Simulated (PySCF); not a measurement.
C4H4ClF, SMILES C=C(Cl)/C=C\F. Geometry optimised at PBE-D3(BJ)/def2-SVP. The structure was generated by enumeration; whether it is a known compound was not checked. The values are those of a single conformer.

### Question
Give the equilibrium geometry at PBE-D3(BJ)/def2-SVP (PySCF confirms it by a frequency run) as bond lengths and angles, and its point group. (An estimate is asked for; the answer gives what the named calculation found.)

### Answer
This is not unique; one that fits is point group Cs.
Atoms: C1 C2 Cl3 C4 C5 F6 H7 H8 H9 H10. Bonded distances (Å): C1–C2 1.355, C1–H7 1.098, C1–H8 1.100, C2–Cl3 1.754, C2–C4 1.457, C4–C5 1.352, C4–H9 1.102, C5–F6 1.334, C5–H10 1.103. Bond angles (°): C2–C1–H7 121.4, C2–C1–H8 119.8, H7–C1–H8 118.8, C1–C2–Cl3 118.9, C1–C2–C4 123.1, Cl3–C2–C4 118.1, C2–C4–C5 131.0, C2–C4–H9 114.7, C5–C4–H9 114.4, C4–C5–F6 125.4, C4–C5–H10 122.1, F6–C5–H10 112.4.
